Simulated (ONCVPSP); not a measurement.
# Pseudopotential generation for Cs (Z = 55): ONCV, PBEsol, scalar-relativistic.

```json
{
 "Element": "Cs (Z = 55)",
 "Generator": "ONCVPSP 4.0.1",
 "Type": "optimised norm-conserving Vanderbilt (ONCV)",
 "Functional": "PBEsol",
 "Relativity": "scalar-relativistic",
 "Frozen core": "[Kr] 4d10",
 "Valence charge": "9",
 "Reference configuration": "5s2 5p6 6s1",
 "Partial waves": "5s+6s: rc 2.80 bohr, ncon 3, nbas 6, qcut 4.8 1/bohr, 3 projectors, debl 2.8 Ha; 5p: rc 2.15 bohr, ncon 3, nbas 8, qcut 4.2 1/bohr, 1 projector; d scattering state at 0.23 Ha: rc 2.80 bohr, ncon 3, nbas 6, qcut 3 1/bohr, 2 projectors, debl 0.3 Ha",
 "Local potential": "polynomial inside 1.70 bohr (lpopt 5, dvloc0 6 Ha)",
 "Core correction": "none"
}
```

In the d channel the program set the typed energies aside and used 0.050, 0.350 Ha.

Poles of the logarithmic derivatives, all-electron (AE) and pseudo (PS). s: poles at -0.8, 2.3 (AE) and -0.8, 2.3 (PS) Ha. p: poles at 0.6 (AE) and 0.6 (PS) Ha. d: poles at 0.8, 4.2 (AE) and 0.8, 3.9 (PS) Ha. Test radii: s 2.84, p 2.18, d 2.84 bohr.

* Cutoffs needed: 7.0 Ha and 19 Ha (the cutoffs (Ha) at which the residual kinetic energy of the hardest occupied pseudo-wave falls to 1 and 0.1 mHa per electron)
* Ghost test: no bound ghost flagged; GHOST(+) flagged for s at 148.5 eV
* Largest excitation error: -47 meV (all-electron minus pseudo) for 5s1 5p6 6s1, out of 4 test configurations
